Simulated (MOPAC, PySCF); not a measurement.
[Cd(OH)(NH2)], neutral singlet in the gas phase. 

Cartesian coordinates (Å):
```xyz
6

Cd     0.2676    -0.0734     0.0206
O      0.7638     1.7155     0.7145
H      0.3404     1.8496     1.5841
N     -0.2903    -1.9133    -0.6095
H      0.5377    -2.4997    -0.7830
H     -0.7679    -1.8498    -1.5192
```
Charge 0, spin multiplicity 1.

All levels are single points at this geometry (TPSS-D3(BJ)/def2-SVP); Pople sets use spherical d functions. Orbital energies aren't observables, and empty levels follow the basis.

```tsv
level	HOMO (eV)	LUMO (eV)	gap (eV)	dipole (D)	vertical IE, Delta-SCF (eV)
TPSSh-D3(BJ)/def2-TZVP in PySCF	-6.41	-1.40	5.00	1.19	–
BP86/6-31G* (LANL2DZ on Cd) in PySCF	-5.39	-1.71	3.68	1.09	–
PBE/6-31G* (LANL2DZ on Cd) in PySCF	-5.27	-1.61	3.66	1.08	–
HF/6-31G* (LANL2DZ on Cd) in PySCF	-10.17	1.90	12.07	1.19	7.77
PM3 in MOPAC	-8.74	0.48	9.22	1.05	–
PM7 in MOPAC	-10.40	-0.60	9.80	1.94	–
```
